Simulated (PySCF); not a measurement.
Telling isomers of C$_{5}$H$_{7}$FO$_{2}$ apart by NMR

Method: shielding tensors at PBE0/pcSseg-1 (GIAO), coordinates at the PBE0-D3(BJ)/def2-SVP level, spin–spin couplings from B3LYP/pcJ-1 (spin–dipole term left out of most H,H and C,H couplings), in PySCF (equivalent nuclei averaged, relativity neglected, one conformer, no solvent model).

Scale: TMS for $^{1}$H, $^{13}$C (reference shieldings calculated alike). Multiplet labels drop J under 1 Hz and among equivalent protons, and merge close values. Unscaled 3J(H,H) run several per cent high. One-bond C–F couplings are unscaled and too large by tens of Hz. Shifts are as computed. Against solution values, carbons near 30 ppm lie about +2 ppm off and those near 130 ppm about +5 ppm. Of 1309 compounds with measured shifts, 239 miss one by over three times the rms of a fit or turn the order of signals round; such compounds aren't used in these exercises.

(1) Tabulate the signals of `C/C=C(/OC)C(=O)F`, `C=C(F)C(=O)OCC` and their relative energies.

(2) What is the quickest way to tell C/C=C(/OC)C(=O)F from C=C(F)C(=O)OCC?

Results:

(1) 
```tsv
SMILES	carbon types	δC	δH	E rel. (kcal/mol)
C/C=C(/OC)C(=O)F	2×C 1×CH 2×CH3	160.0, 148.9, 121.3, 53.7, 16.0	5.32 (dq, 1H), 3.44 (s, 3H), 2.15 (d, 3H)	4.9
C=C(F)C(=O)OCC	2×C 2×CH2 1×CH3	164.9, 162.9, 109.7, 62.2, 15.0	6.07 (dd, 1H), 5.40 (dd, 1H), 3.95 (q, 2H), 1.38 (t, 3H)	0.0
```

Energies are electronic energies at PBE0/pcSseg-1 on these geometries, without zero-point or thermal terms, each for the one conformer computed, which needn't be the lowest.

(2) Both give the same number of carbon signals, but DEPT or the intensities differ. The first has a β carbon of a C=C–C=O unit (CH) at 121.3 ppm, the second a β carbon of a C=C–C=O unit (CH2) at 109.7 ppm. Their most deshielded carbons lie at 160.0 and 164.9 ppm. In the proton spectra the most deshielded non-exchanging signals are 5.32 (dq, J = 13.3, 8.8 Hz, 1H) and 6.07 (dd, J = 36.9, 1.6 Hz, 1H).
